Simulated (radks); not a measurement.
Task: All-electron atom: V+ in [Ar] 3d4. Calculated with a radial shooting solver on a logarithmic mesh with Libxc functionals: non-relativistic Kohn-Sham, Slater X-alpha with alpha = 0.797, spin-unpolarised, spherical densities, point nucleus. Some entries of the table are withheld. Estimate them.

orbital  occ.  eigenvalue (hartree)  r(max) (bohr)
1s          2                   (1)        0.04411
2s          2             -22.15262         0.2576
2p          6             -18.79676            (2)
3s          2              -2.67397         0.8244
3p          6              -1.75790         0.8446
3d          4              -0.35104            (3)

Result: 
(1) 1s eigenvalue (hartree): -196.5256
(2) 2p r(max) (bohr): 0.2080
(3) 3d r(max) (bohr): 0.8970
